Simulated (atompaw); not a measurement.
# tungsten: PAW (atompaw) pseudisation with PBEsol, non-relativistic reference atom.

W (Z = 74), PAW, made with atompaw 4.2.0.5 (PBEsol, non-relativistic). Core [Kr] 4d10 4f14, reference 5s2 5p6 5d4 6s1.75 6p0.25. Waves: 5s (bound): rc 1.80 bohr; 6s (bound): rc 1.65 bohr; 5p (bound): rc 1.40 bohr; 6p (bound): rc 2.55 bohr; 5d (bound): rc 2.70 bohr; 5d channel at 2.65 Ry: rc 2.60 bohr; 5f channel at 0.1 Ry: rc 2.70 bohr; 5f channel at 1.15 Ry: rc 2.70 bohr. Local part: troulliermartins scheme with l = 4 at 1 Ry, radius 2.70 bohr. Core correction: smooth core density matched at 1.95 bohr. Augmentation charge: besselshape compensation charge, radius 2.55 bohr; PAW radius 2.70 bohr; waves and projectors: custom polynom vanderbiltortho.

All-electron outer shells of the reference configuration (PBEsol, non-relativistic, ld1.x):

```tsv
shell	level (eV)	outermost node (bohr)	outermost maximum (bohr)
4d	-241.95	0.22	0.45
5s	-65.38	0.58	1.05
4f	-42.29	–	0.42
5p	-41.12	0.59	1.13
5d	-6.14	0.63	1.47
6s	-4.99	1.40	2.95
6p	-1.65	1.59	3.79
```

Calculated quality:

```
Cutoffs needed                                           : 35 Ry and 50 Ry (the cutoffs (Ry, on a coarse ladder) from which the occupation-weighted sum of valence levels, in a spherical-Bessel basis at the reference potential, stays within 10 and 1 mRy of its value at 400 Ry)
Ghost test                                               : no extra level below or beside the all-electron valence levels (s, p, d, f tested) (spherical-Bessel basis up to 400 Ry, 20 bohr box)
Lowest eigenvalue of the overlap operator                : 0.43 (s channel)
Overlap eigenvalues printed by atompaw (projector basis) : 0.363, 0.542, 2.57, 2.58, 18.4, 41.2, 640, 2e+03
Share of each valence orbital outside the PAW sphere     : 5s 0 %, 6s 72 %, 5p 1 %, 6p 90 %, 5d 17 %
```

Generation and tests took about 1.4 s on one core of a shared server CPU.
